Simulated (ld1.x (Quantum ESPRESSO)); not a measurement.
**iron: one change to a TM potential, before and after**

```
Element                 : iron
Generator               : ld1.x (Quantum ESPRESSO) 7.5
Type                    : norm-conserving Troullier–Martins (Kleinman–Bylander form)
Functional              : LDA (PZ)
Relativity              : scalar-relativistic
Frozen core             : [Ne] 3s2
Valence charge          : 14
Reference configuration : 3p6 3d6 4s1 4p0 (charge +1)
Partial waves           : 4s (bound): rc 1.70 bohr; 3p (bound): rc 1.25 bohr; 3d (bound): rc 1.35 bohr
Local potential         : the d channel
Core correction         : none
```

Change: all radii scaled by about 0.75 (s 1.28, p 0.94, d 1.02 bohr).

Cutoffs: the cutoffs (Ry, on a coarse ladder) from which the occupation-weighted sum of valence levels, in a spherical-Bessel basis at the reference potential, stays within 10 and 1 mRy of its value at 400 Ry; they do not see the model core or the augmentation charge, which bear on the density cutoff. Errors are all-electron minus pseudo energies relative to the spin-unpolarised reference configuration.

How do hardness, ghosts and transferability respond?

Both files keep a bound ghost (s); of the 9 tests that both files solve, the error grows in 3 and shrinks in 4 by more than 15 % and 0.3 meV (median size 52.6 → 12.3 meV).

| quantity | base | changed |
| --- | --- | --- |
| cutoff, loose | 140 Ry | 200 Ry |
| cutoff, tight | 200 Ry | over 300 Ry |
| loose cutoff by channel (10 mRy a level) | s 21 Ry, p 60 Ry, d 110 Ry | s 140 Ry, p 55 Ry, d 160 Ry |
| bound ghosts | s | s |
| error for 3p6 3d6 4s2 4p0, meV [ΔE -8.98 eV] | +0.9 | +6.3 |
| error for 3p6 3d6 4s0 4p0, meV [ΔE 16.49 eV] | -6.6 | +18 |
| error for 3p6 3d5 4s0 4p0, meV [ΔE 51.02 eV] | +9.9 | -21 |
| error for 3p6 3d6 4s1 4p1, meV [ΔE -4.80 eV] | -65 | -4.5 |
| error for 3p6 3d6 4s0 4p1, meV [ΔE 5.13 eV] | -120 | +5.2 |
| error for 3p6 3d6.5 4s1.5 4p0, meV [ΔE -9.73 eV] | +6.4 | +2.9 |
| error for 3p6 3d7 4s0 4p0, meV [ΔE -2.12 eV] | -53 | +12 |
| error for 3p6 3d6 4s1 4p0 (spin-polarised), meV [ΔE -4.17 eV] | +778 | +879 |
| error for 3p6 3d6 4s2 4p0 (spin-polarised), meV [ΔE -12.37 eV] | +784 | +858 |

 A true bound ghost makes a file unfit for plane-wave use even where its test errors are small: the radial tests pick states by their node count and pass the ghost by.
